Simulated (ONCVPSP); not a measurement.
# fluorine (F): excitation energies, all-electron against ONCV

* Element: fluorine
* Generator: ONCVPSP 4.0.1
* Type: optimised norm-conserving Vanderbilt (ONCV)
* Functional: PBEsol
* Relativity: scalar-relativistic
* Frozen core: [He]
* Valence charge: 7
* Reference configuration: 2s1.5 2p5.5
* Partial waves: 2s: rc 0.55 bohr, ncon 5, nbas 10, qcut 11.2 1/bohr, 3 projectors, debl 2.5 Ha; 2p: rc 0.95 bohr, ncon 4, nbas 8, qcut 15.2 1/bohr, 3 projectors, debl 1.9 Ha; d scattering state at 0.29 Ha: rc 0.85 bohr, ncon 5, nbas 9, qcut 9.5 1/bohr, 2 projectors, debl 1.5 Ha
* Local potential: polynomial inside 0.50 bohr (lpopt 5, dvloc0 0 Ha)
* Core correction: Teter function, fcfact 5.5, rcfact 1.55

Energies are relative to the spin-unpolarised reference configuration 2s1.5 2p5.5; without spin polarisation the order of configurations can differ from experiment.

```json
{"valence configuration": "2s2 2p5", "charge": "0", "ΔE all-electron (eV)": "-9.341", "error AE − PS (meV)": "-1.5"}
{"valence configuration": "2s2 2p4", "charge": "+1", "ΔE all-electron (eV)": "9.976", "error AE − PS (meV)": "-9.0"}
{"valence configuration": "2s2 2p3", "charge": "+2", "ΔE all-electron (eV)": "48.254", "error AE − PS (meV)": "-8.7"}
{"valence configuration": "2s1 2p6", "charge": "0", "ΔE all-electron (eV)": "9.355", "error AE − PS (meV)": "+5.8"}
```

Note: ghosts flagged at negative energy: s at -686.1 eV; GHOST(+) flags only above 600 eV. A true bound ghost makes a file unfit for plane-wave use.
